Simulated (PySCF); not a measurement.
C2H7FSi2, SMILES C(/[SiH2]F)=C/[SiH3].

Geometry optimised at B3LYP-D3(BJ)/def2-SVP. The structure was generated by enumeration; whether it is a known compound was not checked. One conformer was computed; it need not be the lowest.

Two levels are set side by side: PBE/def2-TZVP (PySCF) and ωB97X/def2-TZVP (PySCF). Same geometry, gas phase. Differences are taken from unrounded values.

| quantity | PBE |
|---|---|
| orbital gap (eV) | 4.75 |
| highest occupied level (eV) | -6.99 |
| lowest empty level (eV) | -2.24 |
| dipole moment (D) | 1.90 |
| mean polarisability (bohr³) | 78.8 |

Task: These are the PBE values. What does ωB97X give? (An estimate is asked for; the answer gives what the named calculation found.)

Result: 
| quantity | ωB97X | PBE minus ωB97X |
|---|---|---|
| orbital gap (eV) | 11.28 | -6.53 |
| highest occupied level (eV) | -10.43 | 3.43 |
| lowest empty level (eV) | 0.85 | -3.09 |
| dipole moment (D) | 1.99 | -0.09 |
| mean polarisability (bohr³) | 74.9 | 3.8 |

PBE's occupied levels lie high since its potential decays too fast outside the molecule; exact exchange lowers them and widens the gap. Loosely held outer electrons make PBE densities more polarisable. Differences between two approximate levels are no errors against the true value.

Rough cost on one machine, each run with all the roots and properties that it gave: ωB97X against PBE within a factor of 2.
